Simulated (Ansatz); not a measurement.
C₂H₂Zn, 5 atoms. Total charge 0; spin multiplicity 1. For Zn the d shell is correlated and the shells below it are frozen. Scalar relativity is left out up to krypton. The bonds changed during the relaxation, so this is another structure than the one it started from. All runs use 2 threads of an Arm Neoverse V2 on a shared host. Correlated methods freeze the cores. Open-shell runs search over several starts.

Give the basis size and wall time and peak host memory of each of these runs in Ansatz. UKS r2SCAN-D4/def2-TZVPP energy of the cation; direct RPA on PBE orbitals with 3s3p of Cu, Zn/def2-TZVPP energy; UKS ωB97X-V/def2-TZVPP energy of the cation; RKS PBE0-D4/def2-QZVPP energy; UKS B3LYP-D4/def2-TZVPP energy of the cation; UKS PBE-D4/def2-TZVPP energy of the cation; RKS PBE0-D4/def2-TZVPP energy; UKS PBE0-D4/def2-TZVPP energy of the cation; RHF-CCSD(T) with 3s3p of Cu, Zn/def2-TZVPP energy; UHF-CCSD(T) with 3s3p of Cu, Zn/def2-TZVPP energy of the cation; RKS PBE0-D4/def2-TZVP frequencies; RKS PBE0-D4/def2-SVP energy. (An estimate is asked.)

Computed: Other jobs shared the machine, so times are rough.

| level | job | functions | wall time | peak host memory (GiB) |
| --- | --- | --- | --- | --- |
| RKS PBE0-D4/def2-SVP | energy | 69 | 0.75 s | 0.32 |
| RKS PBE0-D4/def2-TZVPP | energy | 154 | 1.4 s | 0.28 |
| direct RPA on PBE orbitals with 3s3p of Cu, Zn/def2-TZVPP | energy | 154 | 2.5 s | 0.32 |
| RKS PBE0-D4/def2-QZVPP | energy | 274 | 3 s | 0.53 |
| UKS PBE0-D4/def2-TZVPP | energy of the cation | 154 | 4.5 s | 0.39 |
| UKS PBE-D4/def2-TZVPP | energy of the cation | 154 | 4.7 s | 0.32 |
| UKS B3LYP-D4/def2-TZVPP | energy of the cation | 154 | 5.5 s | 0.4 |
| UKS r2SCAN-D4/def2-TZVPP | energy of the cation | 154 | 7.5 s | 0.32 |
| UKS ωB97X-V/def2-TZVPP | energy of the cation | 154 | 8.5 s | 0.49 |
| RHF-CCSD(T) with 3s3p of Cu, Zn/def2-TZVPP | energy | 154 | 15 s | 1 |
| RKS PBE0-D4/def2-TZVP | frequencies | 122 | 32 s | 0.32 |
| UHF-CCSD(T) with 3s3p of Cu, Zn/def2-TZVPP | energy of the cation | 154 | 60 s | 2.4 |

B3LYP here is the variant with VWN-RPA as its local correlation; programs differ in this.
